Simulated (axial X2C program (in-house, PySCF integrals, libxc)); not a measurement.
**What spin–orbit coupling does to RuN⁺**

All values were computed with an in-house relativistic program for diatomic molecules. Spin-free means the one-electron spin-free X2C Hamiltonian; two-component (2c) means X2C with spin–orbit coupling and atomic mean-field two-electron Coulomb and Gaunt terms, so the difference of the two also holds small scalar two-electron terms. Basis: Ru dyall-cv3z [12s12p8d5f3g], N dyall-av3z [7s7p3d2f] (cores contracted in-house); Gaussian nuclei, density fitting, unrestricted open shells. Masses: Ru 101.904 u, N 14.003 u.

Spin-free state: M_S = 0, Λ = 0 (closed shell); fragments Ru+ + N.

| level | Re (Å) | ωe (cm⁻¹) | De (eV) | μ (D) |
| --- | --- | --- | --- | --- |
| PBE0 | 1.515 | 1327.3 | 4.623 | -2.48 |

Dipoles are positive if N is the positive end and refer to the centre of mass.

Two-component determinant lowest at the distance of the search:

Ω = 0 (closed shell); fragments Ru+ + N.

```json
{"level": "PBE0", "Re (Å)": "1.515", "ωe (cm⁻¹)": "1326.1", "μ (D)": "-2.48"}
```

Question: From the two tables, how do the constants change at the PBE0 level (2c against spin-free)?

Answer: At the PBE0 level Re is unchanged within 0.001 Å and ωe goes down by 1.2 cm⁻¹.

One determinant describes the state; a PBE0 search over occupations chose it and may have missed a lower one. The closed shell is kept restricted, so the energy runs too high when the bond is stretched far. Dissociation energies refer to the lowest single-determinant-based atoms at the same level and basis. De is not given where an atomic determinant may have missed its ground term or J level, or where the truncated virtual space spoils (T). The functionals have no current-density term, which raises determinants with orbital currents, atoms included.
